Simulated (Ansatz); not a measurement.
Cost and result up the ladder for the cluster Al₅O₉H₃ (17 atoms). Total charge 0; singlet. Geometry: r2SCAN-D4/def2-SVP.

```xyz
17

Al    0.9374    1.8051   -1.0251
Al    0.1045   -0.5383   -1.8624
Al    0.9424   -1.2988    0.7129
Al   -1.5422   -0.9338    2.5506
Al   -1.3896    0.5911   -0.0017
O    -1.5438   -0.4707   -1.3809
O     2.6162   -1.7689    0.3389
O    -2.1214    0.3064    1.5137
O     2.3489   -1.9332   -1.0551
O    -0.8612    2.2622   -0.5814
O     0.5055    0.3374    0.0831
O     0.8294   -2.0394   -1.0884
O     0.9318    0.8217   -2.4802
O    -0.0872   -1.6782    2.0051
H    -2.2530   -1.3520    3.8828
H    -1.3929    2.9712   -0.9633
H     1.9752    2.9183   -0.6487
```

Ansatz on 4 threads of Arm Neoverse V1 on a shared host. Times are rough, and most runs start from the orbitals of an earlier one. No level here is sound enough to serve as a yardstick. Binding counts from free atoms at the same level (Al doublet, O triplet, H doublet; other spins of the atoms weren't run), without zero-point energy or a counterpoise term.

Correlated methods freeze 34 core orbitals. The rows differ in basis, and correlated rows in double-zeta sets carry the largest basis error. The structure holds 2 bond(s) between oxygen atoms. Another isomer (singlet) lies 7.61 eV lower at PBE0-D4/def2-TZVP; other spin states weren't run for this one.

Run but left out: HF/STO-3G (restricted singlet, unstable in another Hartree–Fock run and untested here).

Correlated methods converge slowly with the basis, most of all in double-zeta sets.

```json
{"level": "PBE-D4/def2-SVP", "functions": "231", "binding energy per atom (eV)": "4.63", "remarks": "restricted SCF unstable in HF"}
{"level": "MP2/def2-SVP", "functions": "231", "binding energy per atom (eV)": "4.41", "remarks": "restricted SCF unstable"}
{"level": "PBE0-D4/def2-TZVP", "functions": "482", "binding energy per atom (eV)": "4.41", "remarks": "restricted SCF unstable in HF"}
{"level": "r2SCAN-D4/def2-TZVP", "functions": "482", "binding energy per atom (eV)": "4.56", "remarks": "restricted SCF unstable in HF"}
{"level": "PBE0-D4/def2-SVP", "functions": "231", "binding energy per atom (eV)": "4.43", "remarks": "restricted SCF unstable in HF"}
{"level": "PBE-D4/def2-TZVP (with forces)", "functions": "482", "binding energy per atom (eV)": "4.59", "remarks": "restricted SCF unstable in HF"}
{"level": "B97M-V/def2-TZVP", "functions": "482", "binding energy per atom (eV)": "4.52", "remarks": "restricted SCF unstable in HF"}
```

Task: Estimate how long each takes.

Result: PBE-D4/def2-SVP 6 s; PBE0-D4/def2-SVP 9 s; MP2/def2-SVP 11 s; PBE-D4/def2-TZVP (with forces) 20 s; r2SCAN-D4/def2-TZVP 33 s; B97M-V/def2-TZVP 55 s; PBE0-D4/def2-TZVP 57 s. On shared hardware such times vary by a factor of up to 3.
